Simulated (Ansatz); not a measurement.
CH6ClNSi2, relaxed with RKS PBE-D4/def2-SVP in the Gaussian-basis code of Ansatz from a rough embedded geometry. The force threshold is 0.03 eV/Å; the program also tests the step.

Charge 0, multiplicity 1. The bonds changed during the relaxation, so this is another structure than the one it started from.

Start:

```xyz
11

C    -0.158   -1.399   -0.626
Si   -0.059    0.289   -1.222
N    -0.399    1.371   -0.133
Si    0.225    1.593    1.314
Cl   -0.618    0.191    2.567
H     0.635   -1.703    0.096
H    -1.133   -1.639   -0.108
H    -0.117   -2.146   -1.449
H     1.279    0.580   -1.744
H    -1.404    1.594   -0.042
H     1.750    1.269    1.347
```

```json
{"step": "1", "energy (eV)": "-30873.9944", "largest force (eV/Å)": "7.901", "largest move (Å)": "0.000"}
{"step": "2", "energy (eV)": "-30875.2118", "largest force (eV/Å)": "4.580", "largest move (Å)": "0.195"}
{"step": "3", "energy (eV)": "-30875.7599", "largest force (eV/Å)": "1.051", "largest move (Å)": "0.200"}
{"step": "4", "energy (eV)": "-30875.8779", "largest force (eV/Å)": "0.837", "largest move (Å)": "0.197"}
{"step": "5", "energy (eV)": "-30876.0253", "largest force (eV/Å)": "1.036", "largest move (Å)": "0.195"}
{"step": "6", "energy (eV)": "-30876.2574", "largest force (eV/Å)": "1.432", "largest move (Å)": "0.200"}
{"step": "7", "energy (eV)": "-30876.6340", "largest force (eV/Å)": "0.989", "largest move (Å)": "0.195"}
{"step": "8", "energy (eV)": "-30876.7827", "largest force (eV/Å)": "1.860", "largest move (Å)": "0.195"}
{"step": "9", "energy (eV)": "-30876.9116", "largest force (eV/Å)": "0.333", "largest move (Å)": "0.131"}
{"step": "10", "energy (eV)": "-30876.9235", "largest force (eV/Å)": "0.258", "largest move (Å)": "0.190"}
{"step": "11", "energy (eV)": "-30876.9455", "largest force (eV/Å)": "0.216", "largest move (Å)": "0.054"}
{"step": "13", "energy (eV)": "-30876.9537", "largest force (eV/Å)": "0.073", "largest move (Å)": "0.020"}
{"step": "15", "energy (eV)": "-30876.9597", "largest force (eV/Å)": "0.406", "largest move (Å)": "0.195"}
{"step": "17", "energy (eV)": "-30876.9733", "largest force (eV/Å)": "0.084", "largest move (Å)": "0.028"}
{"step": "19", "energy (eV)": "-30876.9894", "largest force (eV/Å)": "0.768", "largest move (Å)": "0.185"}
{"step": "21", "energy (eV)": "-30877.0356", "largest force (eV/Å)": "0.434", "largest move (Å)": "0.200"}
{"step": "23", "energy (eV)": "-30877.1291", "largest force (eV/Å)": "0.314", "largest move (Å)": "0.195"}
{"step": "25", "energy (eV)": "-30877.2833", "largest force (eV/Å)": "0.469", "largest move (Å)": "0.195"}
{"step": "27", "energy (eV)": "-30877.4310", "largest force (eV/Å)": "0.479", "largest move (Å)": "0.195"}
{"step": "29", "energy (eV)": "-30877.5414", "largest force (eV/Å)": "0.449", "largest move (Å)": "0.200"}
{"step": "31", "energy (eV)": "-30877.6266", "largest force (eV/Å)": "0.148", "largest move (Å)": "0.200"}
{"step": "33", "energy (eV)": "-30877.6550", "largest force (eV/Å)": "0.057", "largest move (Å)": "0.112"}
{"step": "35", "energy (eV)": "-30877.6569", "largest force (eV/Å)": "0.016", "largest move (Å)": "0.058"}
{"step": "37 (rejected)", "energy (eV)": "-30877.6564", "largest force (eV/Å)": "0.067", "largest move (Å)": "0.026"}
{"step": "38", "energy (eV)": "-30877.6572", "largest force (eV/Å)": "0.006", "largest move (Å)": "0.007"}
```

End:

```xyz
11

C     0.236   -1.619   -0.777
Si    0.713    0.179   -0.489
N    -0.478    1.017    0.533
Si   -0.172    1.675    2.121
Cl   -2.132    2.435    2.529
H     0.996   -2.126   -1.407
H     0.162   -2.165    0.185
H    -0.741   -1.697   -1.296
H     0.832    0.894   -1.809
H    -1.429    1.121    0.151
H     2.013    0.286    0.259
```

Run time 47 s (4 threads of an Arm Neoverse V2 on a shared host); peak host memory 0.16 GiB.
